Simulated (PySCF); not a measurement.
C2H5FOSi, SMILES C=C[SiH](O)F.

Geometry optimised at PBE0-D3(BJ)/def2-SVP. This is a generated structure with no PubChem entry under its InChIKey; it may be hypothetical. Other conformers were not sampled.

Level of theory: TDA-PBE/def2-SVPD (PySCF).

Vertical excitations. Isolated molecule, no solvent.

**Question.** Give excitation energies, oscillator strengths and character. (Estimate from the structure and the level; the computed values follow.)

**Answer.** 
```json
[
 {"state": "S1", "energy (eV)": "5.83", "λ (nm)": "213", "f": "0.003", "main pairs": "HOMO−1→LUMO 97 %"},
 {"state": "S2", "energy (eV)": "6.31", "λ (nm)": "197", "f": "0.021", "main pairs": "HOMO−2→LUMO 92 %"},
 {"state": "S3", "energy (eV)": "6.83", "λ (nm)": "181", "f": "0.174", "main pairs": "HOMO→LUMO+1 56 %, HOMO→LUMO 31 %"},
 {"state": "S4", "energy (eV)": "7.12", "λ (nm)": "174", "f": "0.037", "main pairs": "HOMO−3→LUMO 80 %, HOMO→LUMO+1 16 %"},
 {"state": "S5", "energy (eV)": "7.27", "λ (nm)": "171", "f": "0.010", "main pairs": "HOMO→LUMO+2 96 %"},
 {"state": "S6", "energy (eV)": "7.36", "λ (nm)": "169", "f": "0.014", "main pairs": "HOMO−1→LUMO+1 95 %"},
 {"state": "S7", "energy (eV)": "7.48", "λ (nm)": "166", "f": "0.016", "main pairs": "HOMO−4→LUMO 86 %"},
 {"state": "S8", "energy (eV)": "7.61", "λ (nm)": "163", "f": "0.009", "main pairs": "HOMO−1→LUMO+2 84 %"},
 {"state": "S9", "energy (eV)": "7.78", "λ (nm)": "159", "f": "0.147", "main pairs": "HOMO→LUMO+3 48 %, HOMO→LUMO 17 %, HOMO→LUMO+1 11 %, HOMO−1→LUMO+2 7 %"},
 {"state": "S10", "energy (eV)": "8.00", "λ (nm)": "155", "f": "0.001", "main pairs": "HOMO−5→LUMO 97 %"},
 {"state": "T1", "energy (eV)": "4.31", "λ (nm)": "288", "f": "0", "main pairs": "HOMO→LUMO 97 %"},
 {"state": "T2", "energy (eV)": "5.34", "λ (nm)": "232", "f": "0", "main pairs": "HOMO−1→LUMO 99 %"},
 {"state": "T3", "energy (eV)": "6.21", "λ (nm)": "200", "f": "0", "main pairs": "HOMO−2→LUMO 98 %"},
 {"state": "T4", "energy (eV)": "6.87", "λ (nm)": "181", "f": "0", "main pairs": "HOMO→LUMO+1 73 %, HOMO−3→LUMO 24 %"}
]
```
Triplets are in the Tamm–Dancoff approximation.
